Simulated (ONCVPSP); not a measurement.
Ranking ONCV potentials for vanadium

All share these settings but for the change named:

- Element: V (Z = 23)
- Generator: ONCVPSP 4.0.1
- Type: optimised norm-conserving Vanderbilt (ONCV)
- Functional: PBEsol
- Relativity: scalar-relativistic
- Frozen core: [Ne]
- Valence charge: 13
- Reference configuration: 3s2 3p6 3d3 4s1.5 4p0.5
- Partial waves: 3s+4s: rc 1.80 bohr, ncon 4, nbas 7, qcut 6.7 1/bohr, 3 projectors, debl 3.1 Ha; 3p+4p: rc 2.05 bohr, ncon 4, nbas 7, qcut 7.5 1/bohr, 2 projectors; 3d: rc 1.65 bohr, ncon 4, nbas 9, qcut 8.9 1/bohr, 2 projectors, debl 0.7 Ha
- Local potential: polynomial inside 1.65 bohr (lpopt 2, dvloc0 1 Ha)
- Core correction: none

Cutoff: the first of the cutoffs (Ha) at which the residual kinetic energy of the hardest occupied pseudo-wave falls to 1 and 0.1 mHa per electron; the density cutoff is not measured.

The base gives 32 Ha.

Of 6 variants that were run, those that failed, showed a ghost or another fault, or gave nearly equal values are left out.

A variant can come out equal or close to the base.

(1) Rank these variants from softest to hardest (loose cutoff).
A. s: qcut 7.3; p: qcut 8.1; d: qcut 9.6
B. s: qcut 8.3; p: qcut 9.3; d: qcut 11
C. s: qcut 4.4; p: qcut 4.9; d: qcut 5.8
D. s: qcut 9.8; p: qcut 10.9; d: qcut 13
E. s: qcut 6.3; p: qcut 7; d: qcut 8.3

Answers

(1) E (29 Ha), A (34 Ha), B (40 Ha), D (46 Ha), C (107 Ha).
